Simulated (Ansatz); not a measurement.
Molecule: HgO (charge 0, singlet). 
Coordinates optimised at B3LYP-D3(BJ)/def2-TZVP (Ansatz, an electronic-structure program):
SMILES: [Hg]=[O]
```xyz
2

Hg     0.0000     0.0000    -0.1744
O      0.0000     0.0000     1.7436
```

Property: vertical electron affinity (to the doublet state of charge -1; a negative value means that the extra electron is unbound and the number depends on the basis; each state is the SCF solution reached for its spin; for the doublet T1 is 0.048; for the singlet the Hartree-Fock reference is unstable and T1 is 0.030), in eV. Valence correlation only, unless marked. UHF or UKS for open shells. No spin-orbit coupling. The frozen core is the preceding noble-gas configuration, with the filled d and f shells of earlier blocks. In def2 rows, elements after Kr have scalar-relativistic effective core potentials. Anions need diffuse functions: def2-D sets add few. CBS marks a two-point X^-3 extrapolation of the correlation energy; Hartree-Fock from the larger set.

| level | program | vertical electron affinity (eV) |
|---|---|---|
| SVWN5/def2-TZVPD | Ansatz | 2.54 |
| r2SCAN/def2-TZVPD | Ansatz | 2.43 |
| B3LYP/def2-TZVPD | Ansatz | 2.40 |
| PBE0/def2-TZVPD | Ansatz | 2.34 |
| BHLYP/def2-TZVPD | Ansatz | 2.35 |
| CAM-B3LYP/def2-TZVPD | Ansatz | 2.50 |
| wB97M-V/def2-TZVPD | Ansatz | 2.32 |
| wB97X-V/def2-TZVPD | Ansatz | 2.33 |
| wB97X/def2-TZVPD | Ansatz | 2.40 |
| CCSD/def2-SVPD | Ansatz | 2.08 |
| CCSD/def2-QZVPPD | Ansatz | 2.24 |
| CCSD/CBS(def2-TZVPPD,def2-QZVPPD) | Ansatz | 2.27 |
| CCSD(T)/def2-QZVPPD | Ansatz | 2.18 |
| CCSD(T)/CBS(def2-TZVPPD,def2-QZVPPD) | Ansatz | 2.22 |
